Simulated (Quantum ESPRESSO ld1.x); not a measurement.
All-electron atom: Te15+ in [Kr] 4d1. All-electron calculation, non-relativistic Kohn-Sham, LDA (Slater exchange, VWN5 correlation), spin-polarised, spherical densities, point nucleus; open shells are filled with parallel spins first; relativity is left out, which matters for an element this heavy. Program: ld1.x of Quantum ESPRESSO 7.5.

Normalised radial functions P(r) = r R(r), r in bohr:

r            4s up    4d up  4d down
0.0009651   0.0491   0.0000   0.0000
0.001097    0.0554   0.0000   0.0000
0.001237    0.0620   0.0000   0.0000
0.001406    0.0699   0.0000   0.0000
0.001585    0.0780   0.0000   0.0000
0.001801    0.0877   0.0000   0.0000
0.002047    0.0983   0.0000   0.0000
0.002308    0.1093   0.0000   0.0000
0.002624    0.1221   0.0000   0.0000
0.002982    0.1362   0.0001   0.0001
0.003362    0.1504   0.0001   0.0001
0.003821    0.1667   0.0001   0.0001
0.004308    0.1829   0.0002   0.0002
0.004896    0.2012   0.0002   0.0002
0.005565    0.2202   0.0004   0.0004
0.006275    0.2384   0.0005   0.0005
0.007131    0.2578   0.0007   0.0007
0.008105    0.2767   0.0010   0.0010
0.009139    0.2932   0.0015   0.0015
0.01039     0.3086   0.0021   0.0021
0.01171     0.3200   0.0030   0.0030
0.01331     0.3275   0.0042   0.0042
0.01513     0.3286   0.0060   0.0060
0.01706     0.3223   0.0084   0.0084
0.01939     0.3058   0.0118   0.0118
0.02186     0.2795   0.0162   0.0162
0.02484     0.2382   0.0227   0.0227
0.02823     0.1818   0.0315   0.0315
0.03183     0.1146   0.0425   0.0425
0.03618     0.0281   0.0581   0.0581
0.04112    -0.0716   0.0788   0.0788
0.04636    -0.1735   0.1037   0.1037
0.05269    -0.2850   0.1375   0.1375
0.05941    -0.3841   0.1770   0.1770
0.06753    -0.4732   0.2285   0.2285
0.07675    -0.5318   0.2901   0.2901
0.08653    -0.5467   0.3567   0.3566
0.09835    -0.5082   0.4356   0.4355
0.1118     -0.4056   0.5192   0.5190
0.126      -0.2505   0.5967   0.5965
0.1432     -0.0313   0.6707   0.6705
0.1615      0.2057   0.7226   0.7223
0.1836      0.4602   0.7476   0.7473
0.2086      0.6748   0.7284   0.7280
0.2352      0.7990   0.6597   0.6591
0.2673      0.8121   0.5244   0.5238
0.3014      0.6915   0.3379   0.3372
0.3426      0.4216   0.0814   0.0805
0.3894      0.0351  -0.2184  -0.2193
0.439      -0.3827  -0.5152  -0.5161
0.499      -0.8165  -0.8161  -0.8167
0.5671     -1.1629  -1.0644  -1.0644
0.6394     -1.3548  -1.2192  -1.2186
0.7267     -1.3916  -1.2796  -1.2786
0.8194     -1.2793  -1.2333  -1.2323
0.9312     -1.0475  -1.0881  -1.0876
1.058      -0.7648  -0.8759  -0.8761
1.193      -0.5106  -0.6538  -0.6548
1.356      -0.2927  -0.4315  -0.4330
1.542      -0.1456  -0.2530  -0.2545
1.738      -0.0656  -0.1361  -0.1373
1.975      -0.0237  -0.0609  -0.0617
2.227      -0.0076  -0.0247  -0.0251
2.531      -0.0019  -0.0079  -0.0080

4s up: eigenvalue -461.20 eV, 3 radial nodes at r = 0.0376, 0.146, 0.393 bohr, <r> = 0.735 bohr, 90 % of the charge inside 1.05 bohr. 4d up: eigenvalue -343.05 eV, 1 radial node at r = 0.355 bohr, <r> = 0.785 bohr, 90 % of the charge inside 1.15 bohr. 4d down (empty): eigenvalue -341.50 eV, 1 radial node at r = 0.355 bohr, <r> = 0.785 bohr, 90 % of the charge inside 1.15 bohr.
